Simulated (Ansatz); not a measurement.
Reactions of C3H4ClF (`CC(Cl)=CF`).

Program: Ansatz. Geometries: PBE0-D4/def2-TZVP. ΔE: electronic, gas phase. CCSD(T)/CBS is the MP2 limit (def2-TZVPP, def2-QZVPP) plus CCSD(T) − MP2 in def2-TZVPP, frozen cores. This one scheme is used for every species. Double bonds are as drawn, so ΔE can hold a change between cis and trans. Each species was taken in one conformer, which may not be the lowest.

Q: Order these by ΔE at CCSD(T)/CBS, lowest first. (Best estimate.)
A. `C/C(Cl)=C/F` + `[OH][Al]([Cl])[Cl]` → `C[O][Al]([Cl])[Cl]` + `F/C=C/Cl`
B. `C/C(Cl)=C/F` + H₂ → `C=C(C)Cl` + H–F
C. `C/C(Cl)=C/F` + HCl → `FC=C(Cl)Cl` + CH₄
D. `C/C(Cl)=C/F` + H₂ → `C/C=C\F` + HCl

A: B (-27.0 kcal/mol), D (-19.5 kcal/mol), C (+11.6 kcal/mol), A (+19.7 kcal/mol).

Largest T1 diagnostic: 0.011, for `C/C=C\F`.
